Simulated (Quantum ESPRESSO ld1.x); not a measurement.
Question: These are the eigenvalues of the occupied orbitals of an atom or ion with whole-number occupations (hartree). Calculated with ld1.x of Quantum ESPRESSO 7.5: scalar-relativistic Kohn-Sham, LDA (Slater exchange, Perdew-Zunger correlation), spin-unpolarised, spherical densities, point nucleus.

orbital  eigenvalue
1s         -436.383
2s         -61.0468
2p         -54.3842
3s         -12.9345
3p         -10.8425
3d         -7.39528

Which element is it, and in what charge state? The configuration may be excited.

Answer: Z = 33, arsenic, charge +8: As8+ in [Ar] 3d7. The list shows which subshells hold electrons but not how many an open one holds; the 1s level, -436.38 hartree, gives Z - s = 29.5 by -(Z - s)^2/2, which with screening and relativity narrows Z to a few neighbours, and the depths of the outer levels then fix element, charge and occupations together.
